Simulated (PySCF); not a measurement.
CH₃Cl₂Si, SMILES C[Si](Cl)Cl (connectivity only; charge and spin as stated), charge +1, multiplicity 1.

Geometry optimised at B3LYP-D3(BJ)/def2-SVP. The spin state was assumed, not searched. The isomer is the one that the SMILES or the coordinates give; other isomers of the formula were not compared.

Computed with PySCF 2.14.0 with TDA-M06-2X/def2-SVPD.

Vertical excitations. Gas-phase values at a fixed geometry.

| state | energy (eV) | λ (nm) | f | main pairs |
|---|---|---|---|---|
| S1 | 5.77 | 215 | 0.000 | HOMO→LUMO 99 % |
| S2 | 5.92 | 209 | 0.001 | HOMO−1→LUMO 99 % |
| S3 | 6.64 | 187 | 0.062 | HOMO−2→LUMO 83 % |
| S4 | 7.29 | 170 | 0.059 | HOMO→LUMO+1 77 % |
| S5 | 7.34 | 169 | 0.004 | HOMO−3→LUMO 52 %, HOMO−1→LUMO+1 23 %, HOMO−2→LUMO+1 17 % |
| S6 | 7.34 | 169 | 0.002 | HOMO−2→LUMO+1 78 % |
| S7 | 7.54 | 164 | 0.001 | HOMO−4→LUMO 95 % |
| S8 | 7.73 | 160 | 0.158 | HOMO−1→LUMO+1 60 %, HOMO−3→LUMO 26 % |
| S9 | 7.87 | 158 | 0.001 | HOMO−5→LUMO 95 % |
| S10 | 8.20 | 151 | 0.031 | HOMO−3→LUMO+1 91 % |
| T1 | 5.62 | 221 | 0 | HOMO−1→LUMO 60 %, HOMO→LUMO 38 % |
| T2 | 5.65 | 220 | 0 | HOMO→LUMO 61 %, HOMO−1→LUMO 37 % |
| T3 | 5.73 | 216 | 0 | HOMO−2→LUMO 98 % |
| T4 | 6.21 | 200 | 0 | HOMO−3→LUMO 94 % |
Triplets are in the Tamm–Dancoff approximation.
